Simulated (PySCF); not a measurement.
Mass spectrum arithmetic for SiCl3(NHMe)

Species: SiCl3(NHMe), `CN[Si](Cl)(Cl)Cl`.

Calculated from tabulated atomic weights, isotope masses and abundances; no fragmentation.

Q: Find the molar and monoisotopic masses of CH4Cl3NSi.

A: For CH4Cl3NSi, with standard atomic weights, 1 × 28.085 + 3 × 35.450 + 1 × 14.007 + 1 × 12.011 + 4 × 1.008 = 164.485 g/mol. From the most abundant isotopes (28Si, 35Cl, 14N, 12C, 1H), 1 × 27.976927 + 3 × 34.968853 + 1 × 14.003074 + 1 × 12.000000 + 4 × 1.007825 = 162.9179 u.

Q: Work out the cluster of the molecular ion M+•, one line a nominal mass.

A: 
```json
{"nominal mass": "163", "m/z (centroid)": "162.9173", "relative intensity": "100.0"}
{"nominal mass": "164", "m/z (centroid)": "163.9174", "relative intensity": "6.6"}
{"nominal mass": "165", "m/z (centroid)": "164.9144", "relative intensity": "99.3"}
{"nominal mass": "166", "m/z (centroid)": "165.9145", "relative intensity": "6.4"}
{"nominal mass": "167", "m/z (centroid)": "166.9114", "relative intensity": "33.9"}
{"nominal mass": "168", "m/z (centroid)": "167.9115", "relative intensity": "2.1"}
{"nominal mass": "169", "m/z (centroid)": "168.9084", "relative intensity": "4.3"}
{"nominal mass": "170", "m/z (centroid)": "169.9087", "relative intensity": "0.2"}
{"nominal mass": "171", "m/z (centroid)": "170.9054", "relative intensity": "0.1"}
```

Cut off at 0.1 %. One electron mass, 0.00055 u, is taken off.

Q: What share of all molecules is the monoisotopic species?

A: 0.922297 × 0.7578^3 × 0.99632 × 0.9893 × 0.999885^4 = 39.54 %.

Q: Protons, neutrons, electrons, and exact less nominal mass of the monoisotopic species?

A: 82 protons, 81 neutrons and 82 electrons; 162.9179 − 163 = -0.0821 u.

Q: List the species in which a single atom is changed from its most abundant isotope.

A: Intensity in % of the monoisotopic species:

| isotope | mass shift (u) | m/z | intensity (%) |
| --- | --- | --- | --- |
| 15N | +0.99703 | 163.9143 | 0.37 |
| 29Si | +0.99957 | 163.9169 | 5.08 |
| 13C | +1.00335 | 163.9207 | 1.08 |
| 2H | +1.00628 | 163.9236 | 0.05 |
| 30Si | +1.99684 | 164.9142 | 3.35 |
| 37Cl | +1.99705 | 164.9144 | 95.88 |

Species under 0.02 % are left out.

Q: Which m/z would the protonated, sodiated and deprotonated molecule have?

A: [M+H]+ 163.9251, [M+Na]+ 185.9071, [M−H]− 161.9106, for the monoisotopic species (arithmetic only; whether such ions form is another matter).

Q: Give the mass fraction of each element.

A: Si 17.07 %, Cl 64.66 %, N 8.52 %, C 7.30 %, H 2.45 %.
